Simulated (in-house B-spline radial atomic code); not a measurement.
Successive ionisation energies of thulium; each step leads to the configuration of the next row (after the last: [Ar] 3d9). Dirac energy differences include first-order Breit, QED and recoil terms. NIST's values go from ground level to ground level; the uncertainty of those that are theory runs from under 0.1 % in few-electron ions to several per cent in heavy many-electron ones. Computed with an all-electron radial atomic-structure program (B-spline basis): Dirac-Hartree-Fock, average of the configuration, finite nuclei.

```tsv
ion	configuration	ionisation energy (eV)	tabulated value (eV)	tabulated kind	computed minus tabulated (eV)	highest orbital	largest mean radius (bohr)
Tm27+	[Kr] 4d6	1008.6	1004	tabulated theory	5	4d5/2	0.49184
Tm28+	[Kr] 4d5	1055.0	1050	tabulated theory	5	4d5/2	0.48731
Tm29+	[Kr] 4d4	1102.1	1110	tabulated theory	-8	4d5/2	0.48288
Tm30+	[Kr] 4d3	1149.8	1157	tabulated theory	-7	4d5/2	0.47854
Tm31+	[Kr] 4d2	1198.1	1207	tabulated theory	-9	4d5/2	0.47479
Tm32+	[Kr] 4d1	1247.1	1255	tabulated theory	-8	4d5/2	0.47176
Tm33+	[Ar] 3d10 4s2 4p6	1463.3	1442	tabulated theory	21	4p3/2	0.46876
Tm34+	[Ar] 3d10 4s2 4p5	1512.8	1490	tabulated theory	23	4p3/2	0.46544
Tm35+	[Ar] 3d10 4s2 4p4	1562.8	1542	tabulated theory	21	4p3/2	0.46246
Tm36+	[Ar] 3d10 4s2 4p3	1613.2	1591	tabulated theory	22	4p3/2	0.45952
Tm37+	[Ar] 3d10 4s2 4p2	1664.1	1706	tabulated theory	-42	4p3/2	0.45663
Tm38+	[Ar] 3d10 4s2 4p1	1715.5	1761	tabulated theory	-46	4p3/2	0.45379
Tm39+	[Ar] 3d10 4s2	1889.2	1889	tabulated theory	0	4s1/2	0.43637
Tm40+	[Ar] 3d10 4s1	1944.8	1945.2	semi-empirical	0	4s1/2	0.43377
Tm41+	[Ar] 3d10	3317.3	3298	tabulated theory	19	3d5/2	0.21803
```

Task: Where is the largest jump?

Result: From Tm40+ to Tm41+, by a factor of 1.71 (1944.8 to 3317.3 eV); the highest orbital goes from 4s1/2 to 3d5/2.

Where a p, d or f electron is removed, the computed value is a mean over both j, so it misses the tabulated one by a part of the spin-orbit splitting; averaging over terms and missing correlation add to the gap, relatively most at low charge.
